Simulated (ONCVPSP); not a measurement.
# How hard is this Nd ONCV potential?

neodymium, optimised norm-conserving Vanderbilt (ONCV), made with ONCVPSP 4.0.1 (BLYP, fully relativistic). Core [Kr] 4d10, reference 4f3 5s2 5p6 5d1 6s2. Waves: 5s+6s: rc 2.15 bohr, ncon 4, nbas 8, qcut 4.9 1/bohr, 2 projectors; 5p: rc 1.80 bohr, ncon 4, nbas 8, qcut 3.8 1/bohr, 2 projectors, debl 3.9 Ha; 5d: rc 3.15 bohr, ncon 3, nbas 8, qcut 5.8 1/bohr, 1 projector; 4f: rc 1.75 bohr, ncon 4, nbas 9, qcut 11 1/bohr, 3 projectors, debl 2.3 Ha. Local part: polynomial inside 1.65 bohr (lpopt 2, dvloc0 -1 Ha). Core correction: none.

Open shells are filled in proportion to 2j + 1.

Q: For each optimised wave give the share of its norm inside rc, the residual kinetic energy above qcut (Ha) and the cutoffs (Ha) for errors of 10, 1, 0.1 and 0.01 mHa per electron.

A:

```json
{"wave": "5s", "norm inside rc": "0.920", "residual KE": "6.4e-05", "10 mHa": "7.1", "1 mHa": "9.6", "0.1 mHa": "11.8", "0.01 mHa": "34.3"}
{"wave": "6s", "norm inside rc": "0.052", "residual KE": "3.9e-05", "10 mHa": "5.0", "1 mHa": "8.7", "0.1 mHa": "11.2", "0.01 mHa": "18.5"}
{"wave": "5p j=3/2", "norm inside rc": "0.609", "residual KE": "7.8e-03", "10 mHa": "5.0", "1 mHa": "48.8", "0.1 mHa": "62.7", "0.01 mHa": "82.2"}
{"wave": "p projector 2 j=3/2", "norm inside rc": "0.106", "residual KE": "3.4e-02", "10 mHa": "11.4", "1 mHa": "37.5", "0.1 mHa": "72.1", "0.01 mHa": "82.2"}
{"wave": "5p j=1/2", "norm inside rc": "0.669", "residual KE": "5.6e-03", "10 mHa": "5.1", "1 mHa": "45.8", "0.1 mHa": "62.4", "0.01 mHa": "81.8"}
{"wave": "p projector 2 j=1/2", "norm inside rc": "0.116", "residual KE": "2.6e-02", "10 mHa": "11.3", "1 mHa": "38.5", "0.1 mHa": "74.0", "0.01 mHa": "84.3"}
{"wave": "5d j=5/2", "norm inside rc": "0.647", "residual KE": "2.0e-10", "10 mHa": "4.9", "1 mHa": "7.0", "0.1 mHa": "8.9", "0.01 mHa": "10.6"}
{"wave": "5d j=3/2", "norm inside rc": "0.670", "residual KE": "1.8e-10", "10 mHa": "5.1", "1 mHa": "7.3", "0.1 mHa": "9.2", "0.01 mHa": "10.8"}
{"wave": "4f j=7/2", "norm inside rc": "0.904", "residual KE": "6.1e-07", "10 mHa": "40.6", "1 mHa": "46.6", "0.1 mHa": "51.5", "0.01 mHa": "55.6"}
{"wave": "f projector 2 j=7/2", "norm inside rc": "0.155", "residual KE": "3.2e-06", "10 mHa": "41.6", "1 mHa": "48.7", "0.1 mHa": "54.0", "0.01 mHa": "58.4"}
{"wave": "f projector 3 j=7/2", "norm inside rc": "0.157", "residual KE": "3.9e-05", "10 mHa": "46.6", "1 mHa": "53.4", "0.1 mHa": "58.6", "0.01 mHa": "76.4"}
{"wave": "4f j=5/2", "norm inside rc": "0.908", "residual KE": "5.3e-07", "10 mHa": "40.7", "1 mHa": "46.8", "0.1 mHa": "51.6", "0.01 mHa": "55.7"}
{"wave": "f projector 2 j=5/2", "norm inside rc": "0.156", "residual KE": "3.3e-06", "10 mHa": "41.7", "1 mHa": "48.8", "0.1 mHa": "54.1", "0.01 mHa": "58.5"}
{"wave": "f projector 3 j=5/2", "norm inside rc": "0.158", "residual KE": "4.0e-05", "10 mHa": "46.7", "1 mHa": "53.4", "0.1 mHa": "58.6", "0.01 mHa": "76.8"}
```

The occupied waves need 49 Ha and 63 Ha for 1 and 0.1 mHa. Note: no bound ghost flagged; GHOST(+) flagged for s at 134.3 eV. 4 of 4 tests not solved or not reliable.
